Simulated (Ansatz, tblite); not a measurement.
Adding an electron: the cluster Ta₅Si₃⁺. The state is a singlet with charge 1. Geometry: PBE-D4/def2-SVP. Ansatz, gas phase; energy differences of separate SCF runs; the reduced species was run as a doublet alone.

```csv
atom,x (Å),y (Å),z (Å)
Ta1,1.781,-0.232,0.296
Ta2,0.264,0.803,2.123
Ta3,-1.414,-0.177,0.165
Ta4,0.335,-2.183,-0.597
Ta5,-0.108,-1.695,1.852
Si6,-1.415,1.624,-1.810
Si7,0.261,1.875,-0.157
Si8,0.296,-0.015,-1.874
```

In the def2 sets Ta takes a core potential; there is no spin–orbit coupling. The xTB rows come from tblite. The structure comes from a short search, and lower isomers may exist.

(1) Estimate orbital energies and vertical electron affinities at: GFN1-xTB; PBE-D4/def2-TZVP; r2SCAN-D4/def2-TZVP; PBE0-D4/def2-TZVP.

Answers

(1) 
| level | −HOMO (eV) | −LUMO (eV) | vertical EA (eV) | HOMO–LUMO gap (eV) | remarks |
| --- | --- | --- | --- | --- | --- |
| GFN1-xTB | 14.62 | 14.03 | 12.19 | 0.59 | – |
| PBE-D4/def2-TZVP | 7.78 | 7.32 | 5.49 | 0.46 | restricted, untested (+1 singlet) |
| r2SCAN-D4/def2-TZVP | 7.86 | 7.20 | 5.52 | 0.67 | restricted SCF unstable in HF (+1 singlet) |
| PBE0-D4/def2-TZVP | 8.43 | 6.62 | 5.50 | 1.81 | restricted SCF unstable in HF (+1 singlet) |

  Raw xTB energy differences between charge states are shifted by several eV; the methods need an empirical correction for them.
